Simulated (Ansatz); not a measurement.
A nudged elastic band was laid between two geometries of C₂H₇FSiSn (12 atoms, charge 0, multiplicity 1).

These are results of RKS PBE/def2-SVP in Ansatz 0.2.0, not measurements.

```json
{
  "movable images": "9",
  "climbing image": "yes",
  "spring": "5.0 eV/Å²",
  "optimiser": "quadratic models (default)",
  "start path": "through a guess of the saddle point",
  "force threshold": "0.03 eV/Å",
  "iteration limit": "60",
  "end points": "relaxed"
}
```

Initial state:

```xyz
12
Properties=species:S:1:pos:R:3
C -2.074 0.501 1.225
C -1.458 0.056 0.109
Si 0.134 -0.922 0.167
F -0.052 -2.360 -0.621
Sn 2.068 0.319 -1.033
H -1.692 0.265 2.234
H -2.986 1.122 1.186
H -1.888 0.322 -0.875
H 0.459 -1.219 1.608
H 2.492 1.767 -0.187
H 3.480 -0.673 -1.143
H 1.594 0.768 -2.636
```

Final state:

```xyz
12
Properties=species:S:1:pos:R:3
C -1.761 0.937 0.489
C -1.504 -0.377 0.651
Si 0.114 -1.211 0.204
F -0.170 -2.363 -0.947
Sn 1.874 0.435 -0.752
H -1.021 1.630 0.050
H -2.721 1.390 0.790
H -2.296 -1.012 1.094
H 0.648 -1.950 1.405
H 2.405 1.577 0.436
H 3.262 -0.442 -1.294
H 1.248 1.332 -2.093
```

Task: What changes between the two ends?

Result: No bond is made or broken.

Task: Give the energies along the band, and the barrier.

Result: The forces met the threshold. The highest image is number 5 of 0 to 10, 0.058 eV above the first end and 0.028 eV above the last; the last end lies 0.029 eV above the first. A vibrational analysis at the climbing image gives one clearly imaginary mode, 73i cm⁻¹: a first-order saddle point.

```json
{"image": "0", "path coordinate (Å)": "0.00", "energy (eV)": "0.000"}
{"image": "1", "path coordinate (Å)": "0.48", "energy (eV)": "0.005"}
{"image": "2", "path coordinate (Å)": "0.96", "energy (eV)": "0.019"}
{"image": "3", "path coordinate (Å)": "1.44", "energy (eV)": "0.037"}
{"image": "4", "path coordinate (Å)": "1.92", "energy (eV)": "0.052"}
{"image": "5", "path coordinate (Å)": "2.40", "energy (eV)": "0.058"}
{"image": "6", "path coordinate (Å)": "2.91", "energy (eV)": "0.053"}
{"image": "7", "path coordinate (Å)": "3.41", "energy (eV)": "0.043"}
{"image": "8", "path coordinate (Å)": "3.92", "energy (eV)": "0.034"}
{"image": "9", "path coordinate (Å)": "4.43", "energy (eV)": "0.031"}
{"image": "10", "path coordinate (Å)": "4.93", "energy (eV)": "0.029"}
```

Task: What is the geometry of the highest image?

Result: 
```xyz
12
Properties=species:S:1:pos:R:3
C -1.763 0.873 0.983
C -1.564 -0.228 0.231
Si 0.061 -1.156 0.081
F -0.170 -2.382 -0.999
Sn 1.962 0.357 -0.823
H -0.958 1.331 1.586
H -2.745 1.375 1.037
H -2.413 -0.630 -0.355
H 0.449 -1.789 1.393
H 2.208 1.701 0.242
H 3.462 -0.493 -0.961
H 1.549 0.986 -2.380
```

Time of the run: 9.1 min on 2 threads of Arm Neoverse V1, with other jobs on the host, peak memory 0.17 GiB.
